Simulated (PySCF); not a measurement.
**Computed vibrations of SmF3(NH3)**

SmF3(NH3) (singlet in the valence; each metal's 4f electrons, 5 of them, lie in its core potential, out of spins and levels). PySCF 2.14.0, RKS PBE0, Sm lcecp-1-SVP with ECP51, F def2-SVP, N def2-SVP, H def2-SVP; non-relativistic Hamiltonian with scalar-relativistic core potentials where named; density fitting; no spin-orbit coupling. Central differences of gradients.

```xyz
8

Sm    0.0807   -0.0807    0.0807
F     1.0608    1.4694    1.0608
F    -1.4694   -1.0608    1.0608
F     1.0608   -1.0608   -1.4694
N    -1.4075    1.4075   -1.4075
H    -2.0175    2.0175   -0.8600
H    -0.8600    2.0175   -2.0175
H    -2.0175    0.8600   -2.0175
```

Run from Python with OMP_NUM_THREADS=2. Where DIIS fails, smearing, a level shift and second-order steps follow.
It took 64 s on 2 threads of Arm Neoverse V1, with other jobs on the host.

(1) What are the harmonic wavenumbers and infrared intensities?

(2) Is this a minimum?

An lcecp potential fixes the number of 4f electrons, so in runs with it no electron can move into or out of that shell.

Answers

(1) Modes are labelled in C3v; negative numbers are unstable modes, those under 60 cm⁻¹ near the noise; a finer grid moves soft modes by up to 10 cm⁻¹.
```json
{"cm⁻¹": "38", "km/mol": "68.0", "symmetry": "a1"}
{"cm⁻¹": "54", "km/mol": "2.0", "symmetry": "e"}
{"cm⁻¹": "54", "km/mol": "2.0", "symmetry": "e"}
{"cm⁻¹": "115", "km/mol": "0.0", "symmetry": "a2"}
{"cm⁻¹": "118", "km/mol": "16.0", "symmetry": "e"}
{"cm⁻¹": "118", "km/mol": "16.0", "symmetry": "e"}
{"cm⁻¹": "293", "km/mol": "10.6", "symmetry": "a1"}
{"cm⁻¹": "503", "km/mol": "5.0", "symmetry": "e"}
{"cm⁻¹": "503", "km/mol": "5.0", "symmetry": "e"}
{"cm⁻¹": "556", "km/mol": "7.5", "symmetry": "a1"}
{"cm⁻¹": "557", "km/mol": "214.4", "symmetry": "e"}
{"cm⁻¹": "557", "km/mol": "214.4", "symmetry": "e"}
{"cm⁻¹": "1198", "km/mol": "143.3", "symmetry": "a1"}
{"cm⁻¹": "1635", "km/mol": "24.3", "symmetry": "e"}
{"cm⁻¹": "1635", "km/mol": "24.3", "symmetry": "e"}
{"cm⁻¹": "3494", "km/mol": "26.0", "symmetry": "a1"}
{"cm⁻¹": "3616", "km/mol": "49.3", "symmetry": "e"}
{"cm⁻¹": "3616", "km/mol": "49.3", "symmetry": "e"}
```

(2) Yes, within the noise of the softest modes. Ideal gas at 298.15 K and 1 bar: S = 418.7 J/(mol K), Cp = 115.2 J/(mol K), H − H(0 K) = 25.9 kJ/mol (rigid rotor, harmonic modes, spin degeneracy alone, that of the 4f electrons in the core included; the modes under 60 cm⁻¹ make these uncertain).
